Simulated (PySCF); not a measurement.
CH₁₁NSi₄, SMILES [SiH3]/N=C\[SiH]([SiH3])[SiH3].

The structure is a stationary point at r2SCAN-D4/def2-SVP. The structure was generated by enumeration; whether it is a known compound was not checked. One conformer was computed; it need not be the lowest.

Two levels are set side by side: TDA-PBE/def2-SVPD (PySCF) and TDA-CAM-B3LYP/def2-SVPD (PySCF). Vertical, same geometry. The lowest singlet is HOMO→LUMO 99 % with PBE and HOMO→LUMO 94 % with the other functional; states are paired by order. Differences are taken from unrounded values.

```json
[
 {"quantity": "lowest singlet excitation (eV)", "TDA-PBE": "2.95"},
 {"quantity": "lowest triplet excitation (TDA) (eV)", "TDA-PBE": "2.35"},
 {"quantity": "first bright state (f over 0.05) (eV)", "TDA-PBE": "4.98"},
 {"quantity": "its oscillator strength", "TDA-PBE": "0.16"}
]
```

Task: These are the TDA-PBE values. What does TDA-CAM-B3LYP give? (Estimate from the structure and the level; the computed values follow.)

Result: 
| quantity | TDA-CAM-B3LYP | TDA-PBE minus TDA-CAM-B3LYP |
|---|---|---|
| lowest singlet excitation (eV) | 3.19 | -0.23 |
| lowest triplet excitation (TDA) (eV) | 2.56 | -0.20 |
| first bright state (f over 0.05) (eV) | 5.93 | -0.95 |
| its oscillator strength | 0.10 | 0.06 |

A lower first singlet is the usual sign of a functional without exact exchange. Differences between two approximate levels are no errors against the true value.

Rough cost on one machine, each run with all the roots and properties that it gave: TDA-CAM-B3LYP against TDA-PBE about 4 times.
